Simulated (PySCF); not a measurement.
Where the electron goes

Compound: C₃H₉F₂PSi₂.
Atom-mapped SMILES: `[F:1][SiH2:2][PH:3][SiH2:4][C@H:5]1[CH2:6][C@H:7]1[F:8]` (hydrogens: H9, H10 on Si2; H11 on P3; H12, H13 on Si4; H14 on C5; H15, H16 on C6; H17 on C7)

Method used: TDDFT B3LYP/def2-SVPD, vertical, gas phase, core orbitals frozen in the response (PySCF 2.14.0, density-fitted response routines). Isolated species at its GFN2-xTB geometry (one conformer only).

Kohn–Sham orbitals with the atoms that hold most of them (Löwdin shares over 4%, at most four atoms; ? is withheld):

```json
{"orbital": "LUMO+2", "ε (eV)": "0.15", "atoms": "P3 20%, Si4 17%, Si2 13%, H10 8%"}
{"orbital": "LUMO+1", "ε (eV)": "-0.15", "atoms": "P3 28%, H11 17%, Si2 16%, Si4 11%"}
{"orbital": "LUMO", "ε (eV)": "?", "atoms": "Si2 30%, P3 18%, Si4 12%, H9 8%"}
{"orbital": "HOMO", "ε (eV)": "-7.16", "atoms": "?"}
{"orbital": "HOMO-1", "ε (eV)": "-8.31", "atoms": "?"}
{"orbital": "HOMO-2", "ε (eV)": "-8.42", "atoms": "P3 25%, C6 14%, Si2 11%, Si4 10%"}
{"orbital": "HOMO-3", "ε (eV)": "-9.12", "atoms": "C5 14%, C6 12%, P3 12%, Si2 12%"}
```

Task: Give the leading atoms of the HOMO.

Result: P3 (bonded to 2 Si and H) 59%; Si2 (bonded to F, P and 2 H) 11%; Si4 (bonded to C, P and 2 H) 8%; H11 (bonded to P) 6%. By element: phosphorus 59%, silicon 19%, hydrogen 6% or more.

Task: Give the leading atoms of the HOMO-1.

Result: C7 (bonded to 2 C, F and H) 24%; C5 (bonded to 2 C, Si and H) 20%; F8 (bonded to C) 15%; C6 (bonded to 2 C and 2 H) 10%. By element: carbon 54%, fluorine 15% or more.

Task: What is the LUMO energy, and the HOMO–LUMO gap?

Result: ε(LUMO) = -0.51 eV; the gap is 6.65 eV (0.2444 hartree).

Task: The HOMO–LUMO gap is 6.65 eV. Where does the response calculation put the lowest singlet, and from which orbitals?

Result: S1 is at 5.72 eV (f = 0.018), 0.93 eV below the gap, made of HOMO→LUMO (88%). 

Task: Give energy, strength and leading configuration of S1 and S2, and follow the Löwdin shares of the leading atoms from the occupied to the empty orbital.

Result: 
- S1 (5.72 eV, f 0.018), HOMO→LUMO (88%): P3 59% → 18%, Si2 11% → 30%
- S2 (6.10 eV, f 0.013), HOMO→LUMO+1 (88%): P3 59% → 28%, Si2 11% → 16%, H11 6% → 17%
